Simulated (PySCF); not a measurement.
NICS in rings of unrelated molecules.

NICS = −σ at a ghost point: NICS(0) at the centroid of the ring atoms, NICS(1) 1 Å to either side along the normal of their mean plane, zz for the tensor component along that normal. Level: GIAO PBE0/pcSseg-1 (PySCF, non-relativistic, gas phase) on the GFN2-xTB geometries, one conformer each. Atom numbers follow the mapped SMILES.

Task: Order these rings by mean NICS(1)zz, lowest (most negative) first (ppm).
A. ring C3–C4–C5–N6–C8–C9 in `[CH3:1][CH2:2][c:3]1[cH:4][cH:5][n+:6]([O-:7])[cH:8][cH:9]1`
B. ring C2–C3–C4–P5–C6–C7 in `[O:1]=[C:2]1[CH2:3][CH2:4][PH:5][CH2:6][CH2:7]1`
C. ring C5–C6–C7 in `[CH3:1][O:2]/[CH:3]=[P:4]/[CH:5]1[CH2:6][CH2:7]1`
D. ring C1–C2–C3–N4–C9 in `[cH:1]1[cH:2][cH:3][n:4]([C@@H:5]2[CH2:6][CH2:7][O:8]2)[cH:9]1`
E. ring P2–C4–C5–C6–C11 in `[CH3:1][P@:2]1(=[S:3])[CH2:4][CH:5]=[C:6]([C:7]([F:8])([F:9])[F:10])[CH2:11]1`
F. ring C3–C4–P6 in `[CH3:1][O:2][C:3]1=[C:4]([CH3:5])[P:6]1[CH3:7]`
G. ring C3–O4–N5–C6–C7 in `[CH2:1]=[CH:2][c:3]1[o:4][n:5][cH:6][c:7]1[CH2:8][CH3:9]`

Result: D (-28.6), G (-24.6), C (-23.2), A (-20.7), F (-13.4), E (-1.4), B (3.6).

| SMILES | ring | NICS(0) | NICS(1) | NICS(1)zz | HOMA | rms pucker (Å) | ring atoms with four or more neighbours |
| --- | --- | --- | --- | --- | --- | --- | --- |
| c1ccn([C@@H]2CCO2)c1 | 5-membered ring with N; formal bonds all aromatic | -13.2 | -10.8 | -28.6 | 0.89 | 0.00 | 0 |
| C=Cc1oncc1CC | 5-membered ring with N and O; formal bonds all aromatic | -10.5 | -10.5 | -24.6 | 0.62 | 0.00 | 0 |
| CO/C=P/C1CC1 | 3-membered carbocycle; formal bonds all single | -44.2 | -8.0 | -23.2 | – | 0.00 | 3 |
| CCc1cc[n+]([O-])cc1 | 6-membered ring with N; formal bonds all aromatic | -6.6 | -8.6 | -20.7 | 0.97 | 0.00 | 0 |
| COC1=C(C)P1C | 3-membered ring with P; formal bonds 1 double, 2 single | -28.2 | -6.8 | -13.4 | -1.09 | 0.00 | 0 |
| C[P@]1(=S)CC=C(C(F)(F)F)C1 | 5-membered ring with P; formal bonds 1 double, 4 single | -3.3 | -3.3 | -1.4 | – | 0.13 | 3 |
| O=C1CCPCC1 | 6-membered ring with P; formal bonds all single | -0.3 | -1.4 | 3.6 | – | 0.25 | 4 |

NICS(0) gives another order. The isotropic NICS(1) gives another order. Over the 4 rings with a HOMA value its correlation coefficient with NICS(1)zz is -0.84. HOMA uses Krygowski's 1993 parameters; it is left out where a ring has a four-coordinate atom, a triple bond, no multiple bond or a kind of bond without parameters. NICS(1) and NICS(1)zz are means over the two faces.
